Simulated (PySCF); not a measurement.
Structure with atom numbers: `[CH2:1]=[C:2]([CH3:3])[CH:4]1[CH2:5][CH2:6][CH2:7]1`. Hydrogens are named by the atom that carries them. Ha(C5), Ha(C6), Ha(C7) are cis to C2 on the ring; Ha(C1) is cis to C3; Hb(C5), Hb(C6), Hb(C7) are trans to C2 on the ring; Hb(C1) is trans to C3.

Geometry: GFN2-xTB; GIAO absolute shieldings from PySCF 2.14, gas phase, non-relativistic, averaged over equivalent atoms.

At LDA/STO-3G (47 basis functions, of the order of 16 core-seconds):
| atoms | σ (ppm) |
| --- | --- |
| C2 | 116.3 |
| C1 | 133.2 |
| C4 | 194.9 |
| C5/C7 | 203.0 |
| C6 | 208.0 |
| C3 | 209.8 |
| Ha(C1) | 27.76 |
| Hb(C1) | 27.89 |
| H(C4) | 30.44 |
| Ha(C5)/Ha(C7) | 31.02 |
| Hb(C6) | 31.12 |
| Hb(C5)/Hb(C7) | 31.19 |
| H(C3) | 31.26 |
| Ha(C6) | 31.52 |

Estimate the result of repeating the calculation with revPBE/pcSseg-1.

Answers


```tsv
atoms	σ at revPBE/pcSseg-1	change
C2	26.7	-89.6
C1	73.6	-59.6
C4	138.4	-56.5
C5/C7	153.0	-50.0
C6	163.8	-44.2
C3	159.2	-50.6
Ha(C1)	26.70	-1.06
Hb(C1)	26.93	-0.96
H(C4)	28.76	-1.68
Ha(C5)/Ha(C7)	29.76	-1.26
Hb(C6)	29.77	-1.35
Hb(C5)/Hb(C7)	29.55	-1.64
H(C3)	30.03	-1.23
Ha(C6)	30.02	-1.50
```

The largest change is at C2 (fully substituted alkene carbon). Cost: 179 basis functions, of the order of 90 core-seconds. The order of the carbon signals changes between the two levels.
